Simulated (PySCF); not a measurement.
A parent and its derivatives

Level of theory: TDDFT wB97X-D/def2-SVPD, vertical, gas phase, core orbitals frozen in the response (PySCF). Geometries: GFN2-xTB; one conformer of each isolated species. Triplets are in the Tamm–Dancoff approximation.

Parent: `[SiH3][Si@H](CC#N)C[SiH3]`, with lowest singlet excitation energy 7.19 eV, HOMO energy -10.42 eV, lowest triplet energy 6.39 eV, mean static polarisability 120.5 au, LUMO energy 1.20 eV. Its spectrum: 173 nm (f 0.036); 170 nm (f 0.015); 165 nm (f 0.003); 163 nm (f 0.027); 161 nm (f 0.004).

Shifts from the parent:

```
          change                           SMILES  Δ S1 (eV)  Δ HOMO (eV)  Δ T1 (eV)  Δ α (au)  Δ LUMO (eV)
Si replaced by C             CC[Si@H]([SiH3])CC#N      +0.05        +0.14      +0.04     -14.6        +0.22
C replaced by Si  N#CC[Si@@H]([SiH3])[SiH2][SiH3]      -0.78        +0.30      -0.95     +26.2        -0.89
```

Problem. Predict the same shifts for this change: Si replaced by C (`N#CC[C@H]([SiH3])C[SiH3]`).

Solution. Δ lowest singlet excitation energy +0.59 eV, Δ HOMO energy -0.10 eV, Δ lowest triplet energy +0.18 eV, Δ mean static polarisability -17.9 au, Δ LUMO energy +0.38 eV. Spectrum: 159 nm (f 0.002); 157 nm (f 0.003); 153 nm (f 0.001); 151 nm (f 0.009); 148 nm (f 0.039). S1 falls most with C replaced by Si (-0.78 eV), and it rises most with Si replaced by C (+0.59 eV). S1 is simply the lowest singlet of each species and needn't be the same kind of state throughout.
